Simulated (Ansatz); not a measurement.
C2H7NbO2 (`[CH3][Nb]([CH3])(=[O])[OH]`). Total charge 0; spin multiplicity 1. Nb takes the def2 core potential. Geometry: relaxed with PBE0-D4/def2-TZVP. It is one conformer, not always the lowest.

```xyz
12

C     0.420   -1.350    1.198
Nb   -0.642   -0.167   -0.256
C     0.748    1.144   -1.252
O    -1.221   -1.242   -1.427
O    -2.095    0.781    0.516
H     0.746   -0.746    2.052
H     1.311   -1.763    0.708
H    -0.169   -2.194    1.568
H     1.614    0.544   -1.557
H     1.098    1.943   -0.589
H     0.329    1.595   -2.156
H    -2.139    1.455    1.195
```

**Question.** What is the dipole moment at ωB97M-V/def2-TZVPP? (Best estimate.)

**Answer.** Ansatz gave: 3.82 D, with components (1.49, 2.36, 2.60) D in this frame, pointing from negative to positive charge.

**Question.** And with PBE, r2SCAN, B3LYP? (Best estimate.)

**Answer.** The calculation gave: PBE 3.60 D, r2SCAN 3.76 D, B3LYP 3.81 D.

**Question.** Give the Mulliken charges with ωB97M-V, B3LYP, PBE in def2-TZVPP. (Best estimate.)

**Answer.** Ansatz gave: 
```tsv
atom	ωB97M-V	B3LYP	PBE
C1	-0.55	-0.52	-0.51
Nb2	1.14	1.25	1.12
C3	-0.55	-0.52	-0.51
O4	-0.50	-0.52	-0.46
O5	-0.49	-0.52	-0.47
H6	0.12	0.09	0.10
H7	0.13	0.11	0.11
H8	0.14	0.11	0.11
H9	0.13	0.11	0.11
H10	0.12	0.09	0.10
H11	0.14	0.11	0.11
H12	0.18	0.19	0.19
```

B3LYP here is the variant with VWN-RPA as its local correlation; programs differ in this.
